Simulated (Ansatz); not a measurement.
Species: GeH$_{3}$, charge 1, singlet. GeH3+ (parent SMILES [GeH3], singlet).
B3LYP-D3(BJ)/def2-TZVP minimum from Ansatz (a quantum-chemistry and plane-wave program):
```
Ge
H 1 1.5244
H 1 1.5244 2 120.00
H 1 1.5244 2 120.00 3 180.00
```
Charge +1, spin multiplicity 1.

Total energies in aug-cc-pVQZ, 6 correlated electrons, 14 frozen orbitals. Radicals and triplets start from unrestricted determinants; spin-orbit coupling is neglected. Correlated methods leave the cores frozen (noble-gas shells, and filled d and f shells in the p block). No relativity. The spin of H3Ge+ (parent SMILES [GeH3], singlet) was assumed, and the state is the lowest solution found for it.

| method | program | energy (Eh) | minus CCSDT(Q) (mEh) |
|---|---|---|---|
| HF | Ansatz | -2076.83926 | 130.25 |
| MP2 | Ansatz | -2076.94548 | 24.03 |
| CCSD | Ansatz | -2076.96666 | 2.85 |
| CCSD(T) | Ansatz | -2076.96900 | 0.52 |
| CCSDT(Q) | Ansatz | -2076.96951 | 0.00 |
